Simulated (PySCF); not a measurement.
# Atomic charges by several schemes

Compound: SiH2Me(NMe2), C3H11NSi.
Geometry (PBE0-D3(BJ)/def2-SVP, Å), atoms numbered from 1 in this order:
```xyz
16
C3H11NSi angstrom
Si     0.8257    0.7515    0.5864
H      0.8064    0.8004    2.0824
H      2.2362    0.7691    0.0870
C     -0.0624    2.2715   -0.0780
H      0.4372    3.1945    0.2568
H     -1.1057    2.3036    0.2730
H     -0.0729    2.2719   -1.1793
N      0.1370   -0.7752    0.1167
C      0.3839   -1.3394   -1.1843
C     -1.0107   -1.3221    0.7906
H      0.4972   -2.4386   -1.1244
H      1.3156   -0.9371   -1.6111
H     -0.4311   -1.1376   -1.9099
H     -1.1080   -0.8951    1.8007
H     -1.9644   -1.1323    0.2545
H     -0.9183   -2.4191    0.9053
```

Density: PBE0/pcSseg-1 (PySCF); schemes: Mulliken, IAO, Hirshfeld and ESP-fitted. Geometry: PBE0-D3(BJ)/def2-SVP, one conformer, isolated molecule.

Q: Do the Mulliken, IAO, Hirshfeld and ESP-fitted schemes agree on where the charge is lowest?

A: The schemes don't all agree: Mulliken N8 (-0.792); IAO C4 (-0.739); Hirshfeld C4 (-0.220); ESP-fitted C4 (-0.446).

Q: Do the Mulliken, IAO, Hirshfeld and ESP-fitted schemes agree on where the charge is highest?

A: All schemes agree: Mulliken Si1 (+0.730); IAO Si1 (+0.883); Hirshfeld Si1 (+0.367); ESP-fitted Si1 (+0.669).

Q: What partial charge does each atom carry?

A: In e:

```csv
atom,environment,Mulliken,IAO,Hirshfeld,ESP-fitted
Si1,"silicon bonded to C, N and 2 H",+0.730,+0.883,+0.367,+0.669
H2,hydrogen on Si1,-0.107,-0.141,-0.087,-0.171
H3,hydrogen on Si1,-0.107,-0.142,-0.087,-0.169
C4,carbon bonded to Si and 3 H,-0.635,-0.739,-0.220,-0.446
H5,hydrogen on C4,+0.139,+0.154,+0.042,+0.092
H6,hydrogen on C4,+0.140,+0.150,+0.040,+0.104
H7,hydrogen on C4,+0.140,+0.150,+0.040,+0.103
N8,nitrogen bonded to 2 C and Si,-0.792,-0.498,-0.175,-0.253
C9,carbon bonded to N and 3 H,-0.077,-0.290,-0.068,-0.344
C10,carbon bonded to N and 3 H,-0.077,-0.289,-0.068,-0.374
H11,hydrogen on C9,+0.108,+0.129,+0.036,+0.126
H12,hydrogen on C9,+0.119,+0.140,+0.044,+0.130
H13,hydrogen on C9,+0.097,+0.113,+0.029,+0.127
H14,hydrogen on C10,+0.119,+0.140,+0.044,+0.139
H15,hydrogen on C10,+0.097,+0.112,+0.029,+0.132
H16,hydrogen on C10,+0.108,+0.128,+0.036,+0.135
```

Mean size of the charges over all atoms: IAO 0.262 e, Mulliken 0.224 e, ESP-fitted 0.220 e, Hirshfeld 0.088 e. Each set sums to the total charge, 0, to within 0.001 e. The ESP scheme fits charges at the nuclei, held to the total charge, to the electrostatic potential on points at 1.4 to 2.0 times the van der Waals radii.

Q: Sum the charges by element, for elements with more than one atom.

A: 
| element | atoms | Mulliken | IAO | Hirshfeld | ESP-fitted |
| --- | --- | --- | --- | --- | --- |
| H | 11 | +0.852 | +0.933 | +0.164 | +0.748 |
| C | 3 | -0.790 | -1.318 | -0.356 | -1.165 |

Q: How closely do the schemes follow one another over all atoms?

A: Correlation coefficient and root-mean-square difference: IAO with Hirshfeld 0.98, 0.228 e; IAO with ESP-fitted 0.96, 0.115 e; Mulliken with IAO 0.94, 0.116 e; Hirshfeld with ESP-fitted 0.94, 0.158 e; Mulliken with Hirshfeld 0.94, 0.216 e; Mulliken with ESP-fitted 0.84, 0.178 e.

Q: How many electrons does the IAO scheme count on N8?

A: Z − q = 7 − (-0.498) = 7.498.
